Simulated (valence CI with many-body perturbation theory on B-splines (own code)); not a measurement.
Results of a calculation; reference values are marked as such.
Hyperfine factors and g values of Sb⁴⁵⁺

Level of theory: valence CI with perturbative core correlation (CI+MBPT): four valence electrons over a frozen Dirac-Fock core [He], a basis of 11 s, 11 p, 10 d, 8 f, 5 g, 2 h functions for each j, with the one-electron correlation potential Σ1 (screened to all orders), the two-electron term Σ2, the three-electron term Σ3, Breit, model QED; selected single and double excitations, second order for the rest, scaled by the run's own slope (own B-spline code, finite nucleus).

No measured spectrum was set against this ion. As an estimate, large intervals hold to a few tenths of a per cent, small ones and those within an open d or f shell to about a per cent. Among the levels kept, up to 840 cm⁻¹ of a level comes from second order outside the variational space, and about a tenth of that is noise between levels of different J, which matters for small intervals.

A/g_I is the dipole constant over the nuclear g factor μ/I (μ in nuclear magnetons, uniformly magnetised nucleus), B/Q the quadrupole constant per barn. Both hold the static response of the core; the bare values leave it out. Large factors of s and p1/2 electrons are usually good to 5 to 10 %; those of open d and f shells near neutrality can be off by tens of per cent, and small factors of p3/2, d and f electrons come from cancelling terms and can be off by a factor of two or in sign, in half-filled shells by more. B is blank for J = 1/2, where it vanishes, and for nearly pure S terms. Energies count from the lowest level. Levels with J = 0 are left out.

Levels are named by their leading jj configuration (3d3/2^4 stands for four electrons in 3d with j = 3/2), which in mixed levels can hold well under half, so a name can repeat and another be missing. Letters in brackets count levels of one name in rising energy.

```tsv
Level	E (eV)	g	A/g_I (MHz)	A/g_I bare	B/Q (MHz/b)	B/Q bare
(2s^2 2p1/2 2p3/2) J=1	255.8	1.486	-90100	-78400	240000	241000
(2s^2 2p1/2 2p3/2) J=2	270.8	1.173	590000	593000	404000	405000
(2s 2p1/2^2 2p3/2) J=2	426.4	1.595	1410000	1400000	403000	404000
(2s 2p1/2^2 2p3/2) J=1	483.8	1.067	-902000	-875000	326000	326000
(2s^2 2p3/2^2) J=2	538.0	1.294	260000	267000	74600	74700
(2s 2p1/2 2p3/2^2) J=2 [a]	669.0	1.533	1060000	1050000	210000	210000
(2s 2p1/2 2p3/2^2) J=3	701.8	1.316	1280000	1270000	-1120	-1150
(2s 2p1/2 2p3/2^2) J=1 [a]	749.4	1.289	-477000	-455000	-299000	-300000
(2s 2p1/2 2p3/2^2) J=2 [b]	759.6	1.080	-15900	-1310	-143000	-143000
(2s 2p1/2 2p3/2^2) J=1 [b]	763.4	1.370	2440000	2410000	134000	135000
(2p1/2^2 2p3/2^2) J=2	944.7	1.339	232000	246000	66300	66400
(2s 2p3/2^3) J=2	993.3	1.394	1460000	1450000	-475000	-476000
(2s 2p3/2^3) J=1	1046.4	1.210	-937000	-905000	-158000	-159000
(2p1/2 2p3/2^3) J=1	1209.2	1.486	-110000	-89000	-238000	-238000
(2p1/2 2p3/2^3) J=2	1225.0	1.128	592000	597000	-544000	-545000
(2s^2 2p1/2 3s) J=1	4430.4	1.325	1540000	1530000	-11500	-11500
(2s^2 2p1/2 3p1/2) J=1	4480.1	0.655	1060000	1050000	-2690	-2690
(2s^2 2p1/2 3p3/2) J=1	4561.6	1.638	700000	693000	59900	60000
(2s^2 2p1/2 3p3/2) J=2	4570.8	1.161	465000	464000	127000	128000
(2s 2p1/2^2 3s) J=1	4590.0	1.964	2150000	2120000	6240	6250
(2s^2 2p1/2 3d3/2) J=2	4614.2	0.754	444000	441000	32100	32400
(2s^2 2p1/2 3d3/2) J=1	4627.8	1.006	632000	623000	8720	8820
(2s 2p1/2^2 3p1/2) J=1	4643.0	1.268	1670000	1650000	-5320	-5290
(2s^2 2p1/2 3d5/2) J=2	4645.7	1.281	-235000	-233000	24900	25200
(2s^2 2p1/2 3d5/2) J=3	4648.5	1.106	286000	285000	15200	15600
(2s^2 2p3/2 3s) J=2	4705.7	1.485	562000	563000	482000	483000
(2s^2 2p3/2 3s) J=1	4711.3	1.143	-42300	-29300	253000	253000
(2s 2p1/2^2 3p3/2) J=2	4724.7	1.549	1250000	1230000	128000	129000
(2s 2p1/2^2 3p3/2) J=1	4729.1	1.091	-1100000	-1090000	68400	68500
(2s 2p1/2^2 3d3/2) J=1	4767.1	0.604	-927000	-913000	49900	50100
(2s^2 2p3/2 3p1/2) J=1	4768.2	1.268	-24300	-13200	200000	200000
```

Q: Take the isotope of mass number 123, with I = 7/2, μ = 2.5457 μN and Q = -0.692 b. What is the hyperfine structure of (2s^2 2p1/2 2p3/2) J=1?

A: From the table A = -65500 MHz, B = -166000 MHz. Shifts from the centre of gravity in MHz: F = 5/2: 206000, F = 7/2: 184000, F = 9/2: -271000.
